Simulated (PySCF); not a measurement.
## [CeCl2]2+ relaxed at several levels

Computed with PySCF 2.14.0, PBE0, def2-SVP on the ligands, density fitting, scalar-relativistic core potentials, no spin-orbit coupling, vacuum. Each row is relaxed at its own level from the same template. Distances are means of the shortest metal–ligand contacts, charges and spins Mulliken's; removal energies are rigid, with the ligand's formal charge and no counterpoise, so too large; for an anion taken off a cation in vacuum most of it is the attraction of opposite charges, and multiply charged cations can part far more cheaply with an electron moved from ligand to metal. lcecp potentials hold a fixed number of 4f electrons in the core, out of states, spins and gaps.

```
level   basis on the metal  point group  M–Cl (Å)  charge on M (e)  HOMO–LUMO gap (eV)  removal of one Cl (eV)  strongest infrared band, degenerate modes summed (cm⁻¹)  unstable modes (below −25 cm⁻¹)
 PBE0  def2-SVP with ECP28          C2v     2.329             1.58                3.97                   22.28                                                        –                         1 (soft)
```

Problem. What does the calculation give for PBE0, lcecp-2-SVP with ECP46?

Solution. point group: C2v, M–Cl (Å): 2.339, charge on M (e): 1.84, removal of one Cl (eV): 22.37, strongest infrared band, degenerate modes summed (cm⁻¹): 456, unstable modes (below −25 cm⁻¹): 0.
```xyz
3

Ce    0.0000    0.0000   -0.6428
Cl    1.8026    0.0000    0.8472
Cl   -1.8026    0.0000    0.8472
```

Members with unstable modes aren't minima as they stand: saddle points kept by symmetry or, where the modes are soft, flat surfaces and noise. One start shape was tried for each, so a minimum needn't be the lowest isomer.
